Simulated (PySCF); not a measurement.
Job file and geometry (Å, from GFN2-xTB) of an NMR shielding run on SMILES CC1=CC[P@](=O)(CC#N)C1, C$_{7}$H$_{10}$NOP, GIAO PBE0/pcSseg-1 NMR shielding, non-relativistic, gas phase (PySCF 2.14.0, density-fitted response routines); density fitting, a coarse starting grid and PySCF grid level 2 are the driver's defaults:

```
$ OMP_NUM_THREADS=1 python probes_run.py task.json out

{"job": {"kind": "nmr", "xc": "PBE0", "basis": "pcSseg-1"}, "charge": 0, "multiplicity": 1}
C     -2.169177     1.222148    -0.537690
C     -1.182603     0.206488    -0.071342
C     -0.877160    -0.047416     1.195610
C      0.163802    -1.088170     1.469388
P      0.984428    -1.277599    -0.166824
O      1.524670    -2.588828    -0.537830
C      2.289693     0.042588    -0.246477
C      1.772614     1.353958    -0.013959
N      1.357304     2.405449     0.159051
C     -0.445689    -0.601373    -1.105477
H     -2.845704     0.790128    -1.273678
H     -1.644063     2.052152    -1.010077
H     -2.747782     1.610672     0.295497
H     -1.343878     0.461880     2.023573
H     -0.278835    -2.053114     1.738049
H      0.850055    -0.800120     2.268349
H      3.056669    -0.211191     0.491946
H      2.731930    -0.021817    -1.246101
H     -0.152781    -0.003507    -1.970863
H     -1.048640    -1.441652    -1.464182
```

Question: Write the output of this run.

Answer: 
```
coarse grid: 17576 points
cycle   1  E = -743.1491340147  dE =  1.760e+00  |g| = 1.015e+00  |ddm| = 4.293e+00
cycle   2  E = -742.3898275370  dE =  7.593e-01  |g| = 2.170e+00  |ddm| = 3.819e+00
cycle   3  E = -743.3474829942  dE = -9.577e-01  |g| = 2.420e-01  |ddm| = 3.027e+00
cycle   4  E = -743.3606553603  dE = -1.317e-02  |g| = 8.393e-02  |ddm| = 3.339e-01
cycle   5  E = -743.3622261747  dE = -1.571e-03  |g| = 2.746e-02  |ddm| = 9.760e-02
cycle   6  E = -743.3623623205  dE = -1.361e-04  |g| = 1.093e-02  |ddm| = 2.710e-02
cycle   7  E = -743.3623850366  dE = -2.272e-05  |g| = 3.149e-03  |ddm| = 1.006e-02
cycle   8  E = -743.3623873796  dE = -2.343e-06  |g| = 5.065e-04  |ddm| = 3.538e-03
final grid: 166304 points
cycle   9  E = -743.4328010514  dE = -3.559e-05  |g| = 1.125e-02  |ddm| = 4.414e-02
cycle  10  E = -743.4327579145  dE =  4.314e-05  |g| = 1.844e-02  |ddm| = 2.928e-02
cycle  11  E = -743.4328283056  dE = -7.039e-05  |g| = 3.053e-03  |ddm| = 2.061e-02
cycle  12  E = -743.4328300868  dE = -1.781e-06  |g| = 3.323e-04  |ddm| = 2.796e-03
cycle  13  E = -743.4328300901  dE = -3.278e-09  |g| = 3.232e-04  |ddm| = 4.967e-04
cycle  14  E = -743.4328301123  dE = -2.218e-08  |g| = 3.910e-05  |ddm| = 2.308e-04
cycle  15  E = -743.4328301126  dE = -3.099e-10  |g| = 1.395e-05  |ddm| = 6.019e-05
converged SCF energy = -743.4328301126

GIAO shielding tensors (ppm)
atom      isotropic    diamagn.    paramagn.     s11        s22        s33       span
  0 C      164.353     245.626     -81.273    151.639    153.406    188.014     36.375
  1 C       40.163     266.039    -225.876    -73.748     48.762    145.475    219.222
  2 C       58.028     256.915    -198.887    -45.101     80.113    139.072    184.174
  3 C      148.889     259.053    -110.165    129.887    148.313    168.465     38.578
  4 P      275.532     963.324    -687.792    139.224    234.757    452.613    313.389
  5 O      203.229     389.708    -186.478     85.245    251.814    272.629    187.383
  6 C      166.709     258.246     -91.537    153.277    162.551    184.298     31.021
  7 C       67.739     263.351    -195.613    -46.443    -40.301    289.961    336.404
  8 N      -37.583     340.606    -378.189   -205.784   -195.677    288.712    494.496
  9 C      147.390     258.065    -110.675    128.259    144.327    169.584     41.325
 10 H       30.015      28.911       1.103     25.699     28.221     36.124     10.425
 11 H       29.601      30.401      -0.800     25.427     28.645     34.732      9.305
 12 H       29.787      29.944      -0.157     25.533     28.172     35.656     10.123
 13 H       25.994      34.908      -8.915     23.637     25.947     28.397      4.761
 14 H       28.721      31.230      -2.508     25.313     26.218     34.634      9.320
 15 H       29.212      32.353      -3.141     26.409     27.301     33.927      7.518
 16 H       29.109      28.549       0.561     25.505     27.166     34.657      9.152
 17 H       29.084      29.065       0.019     25.450     27.317     34.485      9.034
 18 H       29.490      34.346      -4.856     27.082     28.657     32.730      5.647
 19 H       29.018      32.216      -3.198     25.878     26.689     34.487      8.608
```

Question: Turn these shieldings into chemical shifts. References, each an isolated molecule treated in the same way: TMS for ¹³C (186.93 ppm), ¹H (31.72 ppm); H3PO4 for ³¹P (318.38 ppm); ¹⁷O (336.08 ppm) against H2O; ¹⁵N (267.73 ppm) against NH3.

Answer: Averaging equivalent atoms: C 1: 146.8; C 2: 128.9; C 7: 119.2; C 9: 39.5; C 3: 38.0; C 0: 22.6; C 6: 20.2; P 4: 42.8; O 5: 132.8; N 8: 305.3; H 13: 5.72; H 14: 3.00; H 19: 2.70; H 17: 2.63; H 16: 2.61; H 15: 2.50; H 18: 2.23; H 10/11/12: 1.92 ppm. Experimental scales use liquid or dissolved standards, which lie at an offset from isolated NH3 (liquid NH3: subtract about 20 ppm) and H2O (liquid H2O: subtract about 36 ppm) and H3PO4. Unscaled 15N shifts of sp2 nitrogen come out 20 to 40 ppm too high even then.

Size and cost of the density-fitted run: 227 basis functions, 50 s wall time on 1 thread of an Arm Neoverse V1, shared host.
